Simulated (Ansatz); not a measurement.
`C[CH](C)[Al]([NH2])[CH](C)C` + ethane → `C[CH2][Al]([NH2])[CH](C)C` + propane  (formal exchange of groups at the Al–C bond)

Gas-phase electronic energies from Ansatz, PBE0-D4/def2-TZVP geometries. CCSD(T)/CBS is the MP2 limit (def2-TZVPP, def2-QZVPP) plus CCSD(T) − MP2 in def2-TZVPP, frozen cores. This one scheme is used for every species. Each species was taken in one conformer, which may not be the lowest.

```csv
species,CCSD(T)/CBS(def2) energy (Eh)
`C[CH](C)[Al]([NH2])[CH](C)C`,-534.72284
`CC`,-79.71954
`C[CH2][Al]([NH2])[CH](C)C`,-495.46535
`CCC`,-118.98051
```

Q: Work out ΔE.

A: ΔE = (-495.46535) + (-118.98051) − (-534.72284) − (-79.71954) = -0.00348 Eh = -9.1 kJ/mol.

Largest T1 diagnostic among the species: 0.010.

In def2-TZVPP, CCSD(T) changes the Hartree–Fock value by +8.6 kJ/mol (the triples alone add +1.6 kJ/mol) and MP2 by +9.6 kJ/mol. Leaving LDA and LC-ωPBE aside and taking each functional with its dispersion term where it has one, the values, not all of them listed here, spread over 4.7 kJ/mol, from B2PLYP to revPBE-D4. LDA lies +3.2 kJ/mol from PBE without D4.
